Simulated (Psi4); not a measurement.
HN (SMILES [NH]), triplet, geometry from GFN2-xTB; CCSD(T)/cc-pVDZ in Psi4.

The Psi4 input:
```
memory 2 GB

molecule {
0 3
N    -0.00000000   -0.00000000   -0.12795743
H     0.00000000    0.00000000    0.89570199
}

set {
  basis cc-pvdz
  reference uhf
  freeze_core true
  mp2_type conv
  scf_type pk
  puream true
  d_convergence 1e-8
}

energy('ccsd(t)')
print_variables()
```

Task: Write the output that Psi4 gives for this input, abridged.

Result: 
```
   => Loading Basis Set <=

    Name: CC-PVDZ
    Role: ORBITAL
    Keyword: BASIS

         ---------------------------------------------------------
                                   SCF
               by Justin Turney, Rob Parrish, Andy Simmonett
                          and Daniel G. A. Smith
                              UHF Reference
         ---------------------------------------------------------

  ==> Geometry <==

    Molecular point group: c2v
    Full point group: C_inf_v

    Geometry (in Angstrom), charge = 0, multiplicity = 3:

       Center              X                  Y                   Z               Mass
    ------------   -----------------  -----------------  -----------------  -----------------
         N            0.000000000000     0.000000000000    -0.068728034572    14.003074004430
         H            0.000000000000     0.000000000000     0.954931385428     1.007825032230

  Running in c2v symmetry.

  Rotational constants: A = ************  B =     17.11133  C =     17.11133 [cm^-1]
  Rotational constants: A = ************  B = 512984.68969  C = 512984.68969 [MHz]
  Nuclear repulsion =    3.618625885052668

  Charge       = 0
  Multiplicity = 3
  Electrons    = 8
  Nalpha       = 5
  Nbeta        = 3

  ==> Algorithm <==

  SCF Algorithm Type is PK.
  DIIS enabled.
  MOM disabled.
  Fractional occupation disabled.
  Guess Type is SAD.
  Energy threshold   = 1.00e-08
  Density threshold  = 1.00e-08
  Integral threshold = 1.00e-12

  ==> Primary Basis <==

  Basis Set: CC-PVDZ
    Blend: CC-PVDZ
    Number of shells: 9
    Number of basis functions: 19
    Number of Cartesian functions: 20
    Spherical Harmonics?: true
    Max angular momentum: 2

  ==> Integral Setup <==

  Using in-core PK algorithm.
   Calculation information:
      Number of atoms:                   2
      Number of AO shells:               9
      Number of primitives:             27
      Number of atomic orbitals:        20
      Number of basis functions:        19

      Integral cutoff                 1.00e-12
      Number of threads:                 1

  Performing in-core PK
  Using 36290 doubles for integral storage.
  We computed 1035 shell quartets total.
  Whereas there are 1035 unique shell quartets.

  ==> DiskJK: Disk-Based J/K Matrices <==

    J tasked:                  Yes
    K tasked:                  Yes
    wK tasked:                  No
    Schwarz Cutoff:          1E-12

[...]
  @UHF Final Energy:   -54.96650467210100
    Total Energy =                        -54.9665046721010029
[...]
      3   0   4  12        -0.0277032985
      3   0   7   8         0.0277032985
      1   1   0   0         0.0266743610
      1   0   1   1        -0.0259457392

    SCF energy       (wfn)                    =  -54.966504672101003
    Reference energy (file100)                =  -54.966504672100960

    Opposite-spin MP2 correlation energy      =   -0.078566191201243
    Same-spin MP2 correlation energy          =   -0.024884941832388
    Singles MP2 correlation energy            =   -0.000000000000000
    MP2 correlation energy                    =   -0.103451133033632
      * MP2 total energy                      =  -55.069955805134590

    Opposite-spin CCSD correlation energy     =   -0.096984584822532
    Same-spin CCSD correlation energy         =   -0.025890068462647
    Singles CCSD correlation energy           =   -0.000000000000000
    CCSD correlation energy                   =   -0.122874653285179
      * CCSD total energy                     =  -55.089379325386140

            **************************
            *                        *
            *        CCTRIPLES       *
            *                        *
            **************************

    Wave function   =    CCSD_T
    Reference wfn   =      UHF

    Nuclear Rep. energy (wfn)                =    3.618625885052668
    SCF energy          (wfn)                =  -54.966504672101003
    Reference energy    (file100)            =  -54.966504672100960
    CCSD energy         (file100)            =   -0.122874653285179
    Total CCSD energy   (file100)            =  -55.089379325386140

    Number of ijk index combinations:
    Spin Case AAA:                                   4
    Spin Case BBB:                                   0
    Spin Case AAB:                                  12
    Spin Case ABB:                                   4
    AAA (T) energy                             =   -0.000043828375443
    BBB (T) energy                             =    0.000000000000000
    AAB (T) energy                             =   -0.001106915545166
    ABB (T) energy                             =   -0.000340729971114
    (T) energy                                   =   -0.001491473891723
      * CCSD(T) total energy                     =  -55.090870799277866

  Variable Map:
  ----------------------------------------------------------------------------
[...]
  Array Variable Map:
  ----------------------------------------------------------------------------
[...]
[...]
```
